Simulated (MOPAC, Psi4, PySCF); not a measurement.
Conformational energy of SMILES N[SiH2][SiH2][Si](Cl)(Cl)Cl. Scanned: dihedral H8–N1–Si2–Si3; all other coordinates were relaxed at GFN2-xTB. Heavy atoms are numbered in the order of the SMILES N[SiH2][SiH2][Si](Cl)(Cl)Cl, hydrogens after them in the order of the atoms that carry them; the mirror image has the same energies with the sign of each dihedral reversed.

- RKS-B3LYP/LANL2DZ = restricted B3LYP/LANL2DZ, with its core potentials past Ne // GFN2-xTB run with PySCF
- RHF/LANL2DZ = restricted Hartree-Fock/LANL2DZ, with its core potentials past Ne // GFN2-xTB in PySCF
- PM6, restricted, heats of formation // GFN2-xTB (MOPAC)
- MP2/cc-pVTZ = DF-MP2 (frozen core)/cc-pVTZ // GFN2-xTB (Psi4)

Energies relative to the lowest point of each profile, in eV; the last columns give the difference from MP2:

| φ / ° | RKS-B3LYP/LANL2DZ | RHF/LANL2DZ | PM6 | MP2/cc-pVTZ | RKS-B3LYP/LANL2DZ − MP2/cc-pVTZ | RHF/LANL2DZ − MP2/cc-pVTZ | PM6 − MP2/cc-pVTZ |
|---|---|---|---|---|---|---|---|
| -150 | 0.036 | 0.030 | 0.064 | 0.004 | 0.032 | 0.026 | 0.060 |
| -120 | 0.000 | 0.000 | 0.000 | 0.024 | -0.024 | -0.024 | -0.024 |
| -90 | 0.060 | 0.088 | 0.084 | 0.009 | 0.051 | 0.079 | 0.075 |
| -60 | 0.092 | 0.100 | 0.140 | 0.000 | 0.092 | 0.100 | 0.140 |
| -30 | 0.072 | 0.086 | 0.093 | 0.017 | 0.055 | 0.069 | 0.076 |
| 0 | 0.020 | 0.026 | 0.021 | 0.021 | -0.001 | 0.005 | 0.000 |
| 30 | 0.071 | 0.086 | 0.093 | 0.017 | 0.054 | 0.069 | 0.076 |
| 60 | 0.092 | 0.101 | 0.140 | 0.000 | 0.092 | 0.101 | 0.140 |
| 90 | 0.060 | 0.088 | 0.086 | 0.010 | 0.051 | 0.078 | 0.076 |
| 120 | 0.004 | 0.005 | 0.005 | 0.025 | -0.021 | -0.020 | -0.020 |
| 150 | 0.036 | 0.031 | 0.064 | 0.004 | 0.032 | 0.026 | 0.060 |
| 180 | 0.110 | 0.133 | 0.150 | 0.013 | 0.097 | 0.120 | 0.137 |

RKS-B3LYP/LANL2DZ is furthest from MP2/cc-pVTZ at 180 (0.097 eV, above); its mean absolute difference over the points is 0.050 eV.

RHF/LANL2DZ is furthest from MP2/cc-pVTZ at 180 (0.120 eV, above); its mean absolute difference over the points is 0.060 eV.

PM6 is furthest from MP2/cc-pVTZ at 60 (0.140 eV, above); its mean absolute difference over the points is 0.074 eV.
